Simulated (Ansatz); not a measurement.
Consider the formal exchange of groups at the Al–Si bond: `N[SiH2][AlH2]` + `OC(F)F` → `O[C](F)(F)[AlH2]` + `N[SiH3]`.

Computed with Ansatz on PBE0-D4/def2-TZVP structures; ΔE is electronic, products minus reactants. CCSD(T)/CBS adds triple-zeta CCSD(T) − MP2 to the extrapolated MP2 energy (def2 sets, frozen cores). This one scheme is used for every species. DFT in def2-TZVPP. B3LYP here is the variant with VWN-RPA as its local correlation; programs differ in this. One conformer a species, not always the lowest.

```
           level  ΔE (kJ/mol)  difference from CCSD(T)/CBS
          PBE-D4         29.8                          7.3
      r2SCANh-D4         26.3                          3.8
         ωB97X-V         21.3                         -1.2
          B2PLYP         19.0                         -3.5
           B3LYP         18.6                         -3.9
           BHLYP         21.5                         -1.0
CCSD(T)/def2-SVP         22.7                          0.2
  MP2/def2-TZVPP         21.1                         -1.4
   MP2/CBS(def2)         17.3                         -5.2
  CCSD/CBS(def2)         23.1                          0.6
     CCSD(T)/CBS         22.5                            0
```

Q: What do rigid-rotor, harmonic-oscillator terms from PBE0-D4/def2-TZVP frequencies (298.15 K, 1 bar) make of the CCSD(T)/CBS value? (Best estimate.)

A: The calculation gave: ΔZPE = -12.2 kJ/mol, ΔH = +11.5 kJ/mol, ΔS = 4 J/(mol·K), ΔG = +10.3 kJ/mol. Modes under 50 cm⁻¹ make the entropy rough.

Largest T1 diagnostic among the species: 0.013.

Leaving LDA and LC-ωPBE aside and taking each functional with its dispersion term where it has one, the values, not all of them listed here, spread over 20.9 kJ/mol, from BLYP-D4 to HSE06-D4. From BLYP to BHLYP (50 % exact exchange), in def2-TZVPP and without D4, ΔE moves by +7.4 kJ/mol.
